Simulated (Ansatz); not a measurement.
Geometry optimisation, RKS PBE-D4/def2-SVP (Ansatz).

Input file:

```yaml
crystal:
  periodic: [false, false, false]
  atoms:
    - { symbol: Sn, position_ang: [0.0, 0.0, 0.0] }
    - { symbol: C, position_ang: [0.0, 0.0, 2.15] }
    - { symbol: H, position_ang: [-0.9996, -0.3092, 2.5205] }
    - { symbol: H, position_ang: [0.7676, -0.7111, 2.5205] }
    - { symbol: H, position_ang: [0.232, 1.0203, 2.5205] }
    - { symbol: O, position_ang: [1.8483, 0.0, -0.6527] }
    - { symbol: H, position_ang: [2.1646, -0.9521, -0.7693] }
    - { symbol: H, position_ang: [-0.8195, 1.4198, -0.5794] }
    - { symbol: H, position_ang: [-0.8195, -1.4198, -0.5794] }
basis:
  gaussian: { orbitals: def2-SVP }
hamiltonian:
  xc: pbe
  dispersion: d4
relax:
  f_tol: 0.02
  max_steps: 40
output:
  orbitals: {}
```

Launched with:

```bash
$ ansatz run input.yaml --threads 1 --pin off --max-ram 2048MiB --backend cpu --events-out ev --progress --plain --runs-dir out
```

Where does it end, and by what steps?

The forces met the threshold. The force dipped under the threshold on the way, but the program's further checks kept it going. After 17 steps the energy has fallen by 0.097 eV; H5 moved furthest, 0.32 Å.

| step | energy less start (eV) | largest force component (eV/Å) | accepted |
| --- | --- | --- | --- |
| 0 | 0.0000 | 1.623 | yes |
| 1 | -0.0745 | 0.495 | yes |
| 2 | -0.0894 | 0.241 | yes |
| 3 | -0.0924 | 0.110 | yes |
| 4 | -0.0934 | 0.050 | yes |
| 5 | -0.0932 | 0.383 | no |
| 6 | -0.0946 | 0.028 | yes |
| 7 | -0.0922 | 0.464 | no |
| 8 | -0.0952 | 0.076 | yes |
| 9 | -0.0951 | 0.174 | no |
| 10 | -0.0957 | 0.010 | yes |
| 11 | -0.0959 | 0.025 | yes |
| 12 | -0.0961 | 0.050 | yes |
| 13 | -0.0962 | 0.037 | yes |
| 14 | -0.0964 | 0.019 | yes |
| 15 | -0.0965 | 0.040 | yes |
| 16 | -0.0965 | 0.023 | yes |
| 17 | -0.0965 | 0.014 | yes |

```xyz
9
Properties=species:S:1:pos:R:3
Sn -0.082 -0.058 -0.005
C 0.006 -0.026 2.161
H -1.023 -0.035 2.573
H 0.553 -0.912 2.537
H 0.525 0.894 2.494
O 1.782 0.094 -0.771
H 2.274 -0.735 -0.615
H -0.843 1.349 -0.657
H -0.818 -1.524 -0.587
```

Whether the end is a true minimum wasn't checked by a vibrational analysis.

Run time: 46 s on 1 thread of Arm Neoverse V2, on a shared host, peak memory 0.12 GiB.
